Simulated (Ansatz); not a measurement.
Ideal-gas functions of AlFH₃NO₂Si (`O[Si]1(O)[NH][Al]1[F]`) at 400 K and 1 bar, from an Ansatz frequency run at PBE0-D4/def2-TZVP.

Molar mass 123.1 g/mol, point group C1 (symmetry number 1), electronic degeneracy 1, moments of inertia 87.625, 408.029, 437.02 u Å². Harmonic wavenumbers (cm⁻¹, unscaled): 95, 161, 165, 229, 260, 295, 318, 347, 424, 620, 630, 817, 823, 837, 886, 932, 963, 998, 3555, 3899, 3920.

Use S(trans) = R[1.5 ln M + 2.5 ln T − 1.1517]; rotational temperatures θ = 24.2544 K / I; S(rot) = R[ln(√π/σ · √(T³/θAθBθC)) + 1.5]; for each mode x = 1.438777 ν̃/T, S = R[x/(eˣ − 1) − ln(1 − e⁻ˣ)] and H = RT x/(eˣ − 1); 1 cm⁻¹ = 0.0119627 kJ/mol; R = 8.31446 J/(mol·K).

Question: By hand: the entropy, in J/(mol·K).

Answer: Translation 175.0. Rotation: θ = 0.2768, 0.0594, 0.0555 K, giving 121.1. Vibration, mode by mode: 17.28, 12.97, 12.77, 10.16, 9.17, 8.20, 7.64, 6.99, 5.57, 3.18, 3.09, 1.82, 1.79, 1.72, 1.49, 1.31, 1.20, 1.08, 0.00, 0.00, 0.00, in all 107.4. Electronic 0.0. Sum 403.5 J/(mol·K).

Question: By hand: H − E and G − E in kJ/mol, counted from the electronic energy.

Answer: Zero-point energy ½ × 21174 × 0.0119627 = 126.6; thermal vibration 23.5; translation, rotation and pV give 4 RT = 13.3. H − E = 163.4 kJ/mol, and G − E = 163.4 − 400 × 403.5/1000 = 2.0 kJ/mol.

Vibration gives 27 % of the entropy, 17.3 J/(mol·K) of it from the mode under 150 cm⁻¹: soft modes count most, and the harmonic formula is weakest for them. The sum counts one conformer and one mirror image; others add a mixing term.
